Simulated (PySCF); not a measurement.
PySCF input file for dichlorosilane (H2Cl2Si), SMILES Cl[SiH2]Cl, TDA-CAM-B3LYP/def2-SVPD. Geometry optimised at B3LYP-D3(BJ)/def2-TZVP.

```python
import numpy as np
from pyscf import gto, scf, dft, tdscf

mol = gto.M(
    atom='''
    Cl   -1.68239473    0.00000000   -0.40852020
    Si   -0.00000000   -0.00000000    0.76641778
    Cl    1.68239474    0.00000000   -0.40852020
    H    -0.00000001    1.22441658    1.57991890
    H    -0.00000001   -1.22441657    1.57991890
    ''',
    basis='def2-SVPD',
    charge=0,
    spin=0,
    symmetry=True,
    max_memory=2000,
    verbose=4,
)
mf = dft.RKS(mol, xc='cam-b3lyp').density_fit(auxbasis='def2-universal-jkfit')
mf.grids.level = 3
mf.conv_tol = 1e-9
mf.max_cycle = 100
mf.kernel()
mf.grids = dft.Grids(mol).set(level=1).build(with_non0tab=True)  # coarser grid for the response kernel
td = tdscf.TDA(mf)
td.singlet = True
td.nstates = 10
td.conv_tol = 1e-5
td.kernel(x0=td.get_init_guess(mf, 16))
td.analyze()
tt = tdscf.TDA(mf)
tt.singlet = False
tt.nstates = 4
tt.conv_tol = 1e-5
tt.kernel(x0=tt.get_init_guess(mf, 10))
tt.analyze()
```

It prints:

```
PySCF version 2.14.0

[INPUT] verbose = 4
[INPUT] num. atoms = 5
[INPUT] num. electrons = 50
[INPUT] charge = 0
[INPUT] spin (= nelec alpha-beta = 2S) = 0
[INPUT] symmetry True subgroup None
[INPUT] Mole.unit = angstrom
[INPUT] Symbol           X                Y                Z      unit          X                Y                Z       unit  Magmom
[INPUT]  1 Cl    -1.682394730000   0.000000000000  -0.408520200000 AA   -3.179265273112   0.000000000000  -0.771991294353 Bohr   0.0
[INPUT]  2 Si     0.000000000000   0.000000000000   0.766417780000 AA    0.000000000000   0.000000000000   1.448319701197 Bohr   0.0
[INPUT]  3 Cl     1.682394740000   0.000000000000  -0.408520200000 AA    3.179265292009   0.000000000000  -0.771991294353 Bohr   0.0
[INPUT]  4 H     -0.000000010000   1.224416580000   1.579918900000 AA   -0.000000018897   2.313811998577   2.985614020024 Bohr   0.0
[INPUT]  5 H     -0.000000010000  -1.224416570000   1.579918900000 AA   -0.000000018897  -2.313811979679   2.985614020024 Bohr   0.0

nuclear repulsion = 190.998171933197
point group symmetry = C2v
symmetry origin: [ 5.66917845e-09  3.77945222e-10 -3.02356179e-09]
symmetry axis x: [ 1.00000000e+00 -1.61567494e-18 -1.30643737e-09]
symmetry axis y: [-3.16839404e-19 -1.00000000e+00  9.94181071e-10]
symmetry axis z: [-1.30643737e-09 -9.94181292e-10 -1.00000000e+00]
num. orbitals of irrep A1 = 37
num. orbitals of irrep A2 = 12
num. orbitals of irrep B1 = 26
num. orbitals of irrep B2 = 19
number of shells = 40
number of NR pGTOs = 152
number of NR cGTOs = 94
basis = def2-SVPD
ecp = {}


[settings echo left out]
init E= -1210.93106824128
HOMO (B2) = -0.355662126472103  LUMO (A1) = -0.0116987666005235  gap/eV = 9.35972
cycle= 1 E= -1210.81253195379  delta_E= 0.119  |g|= 0.337  |ddm|= 2.33
HOMO (B1) = -0.379462474431539  LUMO (A1) = 0.000458689395562484  gap/eV = 10.33818
cycle= 2 E= -1210.82084193123  delta_E= -0.00831  |g|= 0.313  |ddm|= 0.904
HOMO (B2) = -0.388102558773662  LUMO (A1) = 0.0228856585222181  gap/eV = 11.18356
cycle= 3 E= -1210.84940120214  delta_E= -0.0286  |g|= 0.0114  |ddm|= 0.411
HOMO (B2) = -0.38757363806115  LUMO (A1) = 0.0245444017145373  gap/eV = 11.21430
cycle= 4 E= -1210.849462326  delta_E= -6.11e-05  |g|= 0.0028  |ddm|= 0.041
HOMO (B2) = -0.387710579080857  LUMO (A1) = 0.0244838635959668  gap/eV = 11.21638
cycle= 5 E= -1210.84946560044  delta_E= -3.27e-06  |g|= 0.000591  |ddm|= 0.00789
HOMO (B2) = -0.387783480984562  LUMO (A1) = 0.0244062156108362  gap/eV = 11.21625
cycle= 6 E= -1210.84946574705  delta_E= -1.47e-07  |g|= 0.000186  |ddm|= 0.00128
HOMO (B2) = -0.387756945733777  LUMO (A1) = 0.0244263706270287  gap/eV = 11.21608
cycle= 7 E= -1210.84946576127  delta_E= -1.42e-08  |g|= 3.13e-05  |ddm|= 0.000374
HOMO (B2) = -0.387759973519762  LUMO (A1) = 0.0244250116968967  gap/eV = 11.21612
cycle= 8 E= -1210.84946576201  delta_E= -7.43e-10  |g|= 3.21e-06  |ddm|= 9.1e-05
HOMO (B2) = -0.387759789915029  LUMO (A1) = 0.0244251746162512  gap/eV = 11.21612
Extra cycle  E= -1210.84946576203  delta_E= -1.73e-11  |g|= 1.37e-06  |ddm|= 9.96e-06
converged SCF energy = -1210.84946576203
tot grids = 23992


******** <class 'pyscf.tdscf.rks.TDA'> for <class 'pyscf.df.df_jk.DFSymAdaptedRKS'> ********
nstates = 10 singlet
deg_eia_thresh = 1.000e-03
wfnsym = None
conv_tol = 1e-05
eigh lindep = 1e-12
eigh level_shift = 0
eigh max_cycle = 100


Excitation energies (eV)
[7.5798167  7.78972382 8.05921817 8.24318367 8.3349352  8.48888287
 8.50130945 8.62986477 8.89345127 8.94745663]

** Singlet excitation energies and oscillator strengths **
Excited State   1:   B2      7.57982 eV    163.57 nm  f=0.0147
      25 -> 26        0.68209
Excited State   2:   A2      7.78972 eV    159.16 nm  f=0.0000
      23 -> 26       -0.15500
      25 -> 27       -0.67089
Excited State   3:   B1      8.05922 eV    153.84 nm  f=0.0315
      22 -> 27        0.29005
      24 -> 26       -0.61857
      24 -> 31       -0.10384
Excited State   4:   A2      8.24318 eV    150.41 nm  f=0.0000
      23 -> 26        0.66363
      23 -> 37        0.10618
      25 -> 27       -0.14883
Excited State   5:   A1      8.33494 eV    148.75 nm  f=0.0530
      22 -> 26       -0.35035
      24 -> 27        0.58008
Excited State   6:   A1      8.48888 eV    146.05 nm  f=0.0074
      22 -> 26        0.59138
      24 -> 27        0.34839
Excited State   7:   B2      8.50131 eV    145.84 nm  f=0.0055
      23 -> 27        0.11879
      25 -> 28        0.67352
      25 -> 29       -0.10322
Excited State   8:   B2      8.62986 eV    143.67 nm  f=0.0398
      23 -> 27        0.66686
      25 -> 29        0.15188
Excited State   9:   B1      8.89345 eV    139.41 nm  f=0.0016
      22 -> 27        0.23568
      24 -> 26        0.10757
      24 -> 28       -0.63010
      24 -> 31        0.10739
Excited State  10:   B1      8.94746 eV    138.57 nm  f=0.1249
      22 -> 27        0.53449
      23 -> 33        0.12947
      24 -> 26        0.24257
      24 -> 28        0.22945
      24 -> 29       -0.20072

** Transition electric dipole moments (AU) **
state          X           Y           Z        Dip. S.      Osc.
  1         0.0000      0.2816     -0.0000      0.0793      0.0147
  2         0.0000      0.0000      0.0000      0.0000      0.0000
  3        -0.3996     -0.0000      0.0000      0.1597      0.0315
  4         0.0000      0.0000      0.0000      0.0000      0.0000
  5         0.0000     -0.0000     -0.5093      0.2593      0.0530
  6        -0.0000     -0.0000      0.1888      0.0356      0.0074
  7         0.0000     -0.1625     -0.0000      0.0264      0.0055
  8        -0.0000      0.4337      0.0000      0.1881      0.0398
  9        -0.0844      0.0000     -0.0000      0.0071      0.0016
 10         0.7550      0.0000      0.0000      0.5700      0.1249

** Transition velocity dipole moments (imaginary part, AU) **
state          X           Y           Z        Dip. S.      Osc.
  1         0.0000      0.1112     -0.0000      0.0124      0.0296
  2         0.0000      0.0000     -0.0000      0.0000      0.0000
  3        -0.1197     -0.0000     -0.0000      0.0143      0.0323
  4         0.0000     -0.0000     -0.0000      0.0000      0.0000
  5        -0.0000     -0.0000     -0.1539      0.0237      0.0516
  6        -0.0000     -0.0000      0.1035      0.0107      0.0229
  7         0.0000     -0.0666      0.0000      0.0044      0.0095
  8         0.0000      0.1472      0.0000      0.0217      0.0456
  9        -0.0286      0.0000     -0.0000      0.0008      0.0017
 10         0.1800      0.0000      0.0000      0.0324      0.0657

** Transition magnetic dipole moments (imaginary part, AU) **
state          X           Y           Z
  1        -1.0555     -0.0000     -0.0000
  2        -0.0000     -0.0000     -1.3878
  3        -0.0000     -0.5381      0.0000
  4        -0.0000     -0.0000      0.1535
  5        -0.0000     -0.0000     -0.0000
  6         0.0000      0.0000     -0.0000
  7        -1.0987     -0.0000     -0.0000
  8         0.3580      0.0000     -0.0000
  9         0.0000     -1.3682      0.0000
 10        -0.0000     -1.4208     -0.0000


******** <class 'pyscf.tdscf.rks.TDA'> for <class 'pyscf.df.df_jk.DFSymAdaptedRKS'> ********
nstates = 4 triplet
deg_eia_thresh = 1.000e-03
wfnsym = None
conv_tol = 1e-05
eigh lindep = 1e-12
eigh level_shift = 0
eigh max_cycle = 100


Excitation energies (eV)
[7.1904458  7.33973529 7.45979072 7.78204702]

** Triplet excitation energies and oscillator strengths **
Excited State   1:   B2      7.19045 eV    172.43 nm  f=0.0000
      23 -> 27       -0.12928
      25 -> 26       -0.66823
Excited State   2:   A2      7.33974 eV    168.92 nm  f=0.0000
      23 -> 26       -0.23557
      25 -> 27       -0.63257
Excited State   3:   B1      7.45979 eV    166.20 nm  f=0.0000
      22 -> 27        0.14089
      24 -> 26       -0.65758
      24 -> 31       -0.12361
      24 -> 37       -0.13622
Excited State   4:   A1      7.78205 eV    159.32 nm  f=0.0000
      22 -> 26        0.52074
      24 -> 27       -0.41998

** Transition electric dipole moments (AU) **
state          X           Y           Z        Dip. S.      Osc.
  1         0.0000      0.0000      0.0000      0.0000      0.0000
  2         0.0000      0.0000      0.0000      0.0000      0.0000
  3         0.0000      0.0000      0.0000      0.0000      0.0000
  4         0.0000      0.0000      0.0000      0.0000      0.0000

** Transition velocity dipole moments (imaginary part, AU) **
state          X           Y           Z        Dip. S.      Osc.
  1        -0.0000     -0.0000     -0.0000      0.0000      0.0000
  2        -0.0000     -0.0000     -0.0000      0.0000      0.0000
  3        -0.0000     -0.0000     -0.0000      0.0000      0.0000
  4        -0.0000     -0.0000     -0.0000      0.0000      0.0000

** Transition magnetic dipole moments (imaginary part, AU) **
state          X           Y           Z
  1        -0.0000     -0.0000     -0.0000
  2        -0.0000     -0.0000     -0.0000
  3        -0.0000     -0.0000     -0.0000
  4        -0.0000     -0.0000     -0.0000
```

The calculation finished and met its thresholds.
